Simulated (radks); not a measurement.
Task: Coherent X-ray form factor from a spherical all-electron density. Calculated with a radial shooting solver on a logarithmic mesh with Libxc functionals: non-relativistic Kohn-Sham, PBEsol, spin-polarised, spherical densities, point nucleus.

| sin(theta)/lambda (1/angstrom) | f0 (electrons) |
|---|---|
| 0.05 | 52.074 |
| 0.1 | 49.622 |
| 0.15 | 46.374 |
| 0.2 | 43.012 |
| 0.25 | 39.913 |
| 0.3 | 37.171 |
| 0.4 | 32.527 |
| 0.5 | 28.597 |
| 0.6 | 25.251 |
| 0.8 | 20.377 |
| 1 | 17.353 |
| 1.25 | 14.638 |
| 1.5 | 12.218 |
| 2 | 8.282 |

The species is in the configuration that NIST lists as its ground one. Which atom or ion scatters so?

Result: The xenon ion Xe+, [Kr] 4d10 5s2 5p5. Extrapolating in s^2 from the first two rows gives f0(0) = 52.9, near the electron count 53; among species with that count, the fall with angle is slower the higher Z, and the table is that of Z = 54; from so few rows the species is fixed only to a neighbour or two.
